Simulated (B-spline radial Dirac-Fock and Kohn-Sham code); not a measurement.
**X-ray form factors of tungsten in several charge states**

Level of theory: Dirac-Fock orbitals of the configuration average with a finite nucleus; a radial atomic solver.

Configurations: W¹⁴⁺ [Kr] 4d10 4f12 5s2; W¹⁵⁺ [Kr] 4d10 4f11 5s2; W¹⁶⁺ [Kr] 4d10 4f11 5s1; W¹⁷⁺ [Kr] 4d10 4f11. The first column is f₀ of W¹⁴⁺, the others are differences from it.

```csv
s (Å⁻¹),W¹⁴⁺,Δ W¹⁵⁺,Δ W¹⁶⁺,Δ W¹⁷⁺
0,60.000,-1.000,-2.000,-3.000
0.1,59.137,-0.952,-1.875,-2.801
0.2,56.687,-0.822,-1.540,-2.268
0.3,53.022,-0.645,-1.096,-1.563
0.4,48.627,-0.458,-0.657,-0.872
0.5,43.971,-0.293,-0.306,-0.331
0.7,35.215,-0.073,+0.040,+0.153
0.9,28.245,+0.020,+0.069,+0.123
1.1,23.229,+0.042,+0.021,+0.002
1.4,18.535,+0.028,-0.005,-0.041
```

Values without a named source are computed, but for edge energies of neutral atoms, which are taken from tables.
